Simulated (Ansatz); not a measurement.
A nudged elastic band was laid between two geometries of C3H6OSe (11 atoms, charge 0, multiplicity 1).

All numbers below come from RKS B3LYP-D4/def2-SVP in Ansatz.

```yaml
movable_images: 5
climbing_image: yes
spring: 5.0 eV/Å²
optimiser: quadratic models (default)
start_path: through a guess of the saddle point
force_threshold: 0.05 eV/Å
iteration_limit: 60
end_points: relaxed
```

First end point:

```xyz
11
Properties=species:S:1:pos:R:3
C -1.581 1.042 0.661
O -0.627 0.009 0.554
C 0.488 0.285 -0.166
C 1.322 -0.685 -0.560
Se 0.965 -2.519 -0.156
H -2.382 0.679 1.318
H -1.144 1.955 1.106
H -2.016 1.300 -0.322
H 0.690 1.342 -0.382
H 2.239 -0.444 -1.097
H 2.112 -3.021 -0.936
```

Last end point:

```xyz
11
Properties=species:S:1:pos:R:3
C -1.591 0.811 0.611
O -0.437 0.026 0.393
C 0.666 0.682 -0.101
C 1.813 0.121 -0.516
Se 1.853 -1.776 -0.223
H -2.359 0.150 1.035
H -1.398 1.633 1.325
H -1.976 1.245 -0.330
H 0.568 1.778 -0.138
H 2.360 -2.175 -1.557
H 0.568 -2.552 -0.478
```

**Question.** What changes between the two ends?

**Answer.** Bonds broken: C4–H10. Bonds formed: Se5–H10.

**Question.** Give the energies along the band, and the barrier.

**Answer.** The run converged. The highest image is number 3 of 0 to 6, 364.8 kJ/mol above the first end and 62.5 kJ/mol above the last; the last end lies 302.3 kJ/mol above the first. Neighbouring images differ by up to 3.5 eV, so the band resolves the path poorly. A vibrational analysis at the climbing image gives one clearly imaginary mode, 739i cm⁻¹: a first-order saddle point. The orbitals stay closed-shell, which can raise the energy where a bond breaks towards radicals; this wasn't checked here.

```csv
image,path coordinate (Å),energy (kJ/mol),C4–H10 (Å),Se5–H10 (Å)
0,0.00,0.0,1.09,2.61
1,1.34,6.5,1.09,2.62
2,2.68,30.3,1.08,2.43
3,4.02,364.8,1.83,1.50
4,4.61,328.1,2.28,1.45
5,5.20,302.7,2.58,1.48
6,5.79,302.3,2.58,1.48
```

**Question.** What is the geometry of the highest image?

**Answer.** 
```xyz
11
Properties=species:S:1:pos:R:3:forces:R:3
C -1.546 0.792 0.605 0.00 0.00 0.00
O -0.494 -0.046 0.160 0.00 -0.01 0.01
C 0.555 0.580 -0.425 0.01 0.01 0.00
C 1.815 0.205 -0.672 -0.01 0.00 0.00
Se 1.857 -2.118 0.301 -0.01 0.00 0.01
H -2.329 0.136 1.009 0.00 0.00 0.00
H -1.208 1.480 1.400 0.00 0.00 0.00
H -1.971 1.386 -0.225 0.00 0.00 -0.01
H 0.376 1.598 -0.821 0.00 0.00 0.00
H 2.401 -1.508 -0.957 0.01 0.01 -0.02
H 0.609 -2.560 -0.352 0.00 0.00 0.00
```

Run time: 7.1 min on 2 threads of Arm Neoverse V1, with other jobs on the host, peak memory 0.3 GiB.
